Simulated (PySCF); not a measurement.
## Ionisation energy of Te²⁺ by level of theory

Te²⁺ [Kr] 4d10 5s2 5p2 (3P) → Te³⁺ [Kr] 4d10 5s2 5p1 (2P), as a difference of total energies. Calculation: PySCF 2.14, in aug-cc-pVQZ-PP with one added diffuse shell each of s, p, d, f, g type with ECP28MDF (8s8p6d4f3g, 117 functions); scalar relativity through the core potential. Correlated levels: valence: 4s2 4p6 4d10 frozen. The calculations carry no spin-orbit coupling.

```json
{"method": "UHF", "ionisation energy (eV)": "26.970"}
{"method": "LDA", "ionisation energy (eV)": "27.709"}
{"method": "PBE", "ionisation energy (eV)": "27.490"}
{"method": "PBE0", "ionisation energy (eV)": "27.560"}
{"method": "r2SCAN", "ionisation energy (eV)": "27.704"}
{"method": "M06-2X", "ionisation energy (eV)": "27.473"}
{"method": "wB97X", "ionisation energy (eV)": "27.330"}
{"method": "wB97X-V", "ionisation energy (eV)": "27.364"}
{"method": "MP2 (valence)", "ionisation energy (eV)": "27.345"}
{"method": "SCS-MP2 (valence)", "ionisation energy (eV)": "27.281"}
```

How much does correlation contribute at MP2 (valence)?

27.345 − (26.970) = 0.375 eV, measured against UHF.

The reference lies between the lowest fine-structure levels, while these numbers refer to the centres of the terms.

Errors of the correlated levels include the incompleteness of this basis and the frozen core.

For comparison: 27.84 ± 0.04 eV (measured; NIST Atomic Spectra Database, ionization energies).
